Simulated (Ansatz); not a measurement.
Bis(diethylamino)silane (BDEAS) (`CCN(CC)[SiH2]N(CC)CC`) from Hartree–Fock to CCSD(T)

Cartesian coordinates in Å:
```
C 0.220 -2.220 -1.190
C 1.295 -1.147 -1.115
N 0.787 0.203 -1.266
C 0.507 0.637 -2.617
C 1.747 0.994 -3.425
Si 0.613 1.199 0.117
N -0.402 0.516 1.320
C 0.015 0.258 2.681
C 0.172 -1.221 3.004
C -1.790 0.241 1.005
C -2.761 1.286 1.535
H 0.659 -3.217 -1.101
H -0.319 -2.178 -2.139
H -0.504 -2.090 -0.383
H 1.804 -1.222 -0.147
H 2.067 -1.343 -1.869
H -0.062 -0.139 -3.146
H -0.149 1.511 -2.569
H 2.438 0.151 -3.497
H 1.475 1.287 -4.443
H 2.280 1.826 -2.959
H 1.897 1.430 0.839
H 0.084 2.478 -0.444
H -0.691 0.713 3.388
H 0.971 0.763 2.847
H -0.762 -1.769 2.856
H 0.933 -1.676 2.366
H 0.471 -1.358 4.047
H -1.887 0.176 -0.085
H -2.074 -0.750 1.381
H -3.789 1.030 1.266
H -2.713 1.362 2.623
H -2.531 2.269 1.118
```

Charge 0, multiplicity 1. Geometry: relaxed with PBE0-D4/def2-TZVP. It is one conformer, not always the lowest. Frozen core, restricted reference, Ansatz. CBS rows extrapolate triple and quadruple zeta; past MP2 they add the triple-zeta difference.

```csv
basis,HF (Eh),MP2 corr.,CCSD corr.,(T),CCSD(T) total
def2-SVP,-713.21961,-1.59664,-1.73640,-0.05284,-715.00885
def2-TZVPP,-713.78900,-1.96156,-2.07416,-0.08367,-715.94683
def2-QZVPP,-713.81870,-2.08706,–,–,–
CBS(def2),-713.82279,-2.18002,-2.29262,as TZ,-716.19908
```
